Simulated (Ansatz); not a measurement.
Isolated molecules relaxed with PBE0-D4/def2-TZVP in Ansatz; ΔE leaves out vibrations. CCSD(T)/CBS adds triple-zeta CCSD(T) − MP2 to the extrapolated MP2 energy (def2 sets, frozen cores). Functionals use def2-TZVPP. One conformer a species, not always the lowest.

Reaction (formal exchange of groups at a B–C bond): `BCCCl` + `C=CCC[SiH3]` → `BCC[SiH3]` + `C=CCCCl`

```csv
level,ΔE (kJ/mol)
ωB97X-V,5.3
MP2/def2-QZVPP,0.7
```

Question: What does CCSD(T)/CBS give? (Estimate.)

Answer: Computed: +2.4 kJ/mol. The listed levels differ from it by 2.9, -1.7 kJ/mol.

Largest T1 diagnostic among the species: 0.011.

In def2-TZVPP, CCSD(T) changes the Hartree–Fock value by −5.9 kJ/mol (the triples alone add −1.3 kJ/mol) and MP2 by −7.5 kJ/mol.
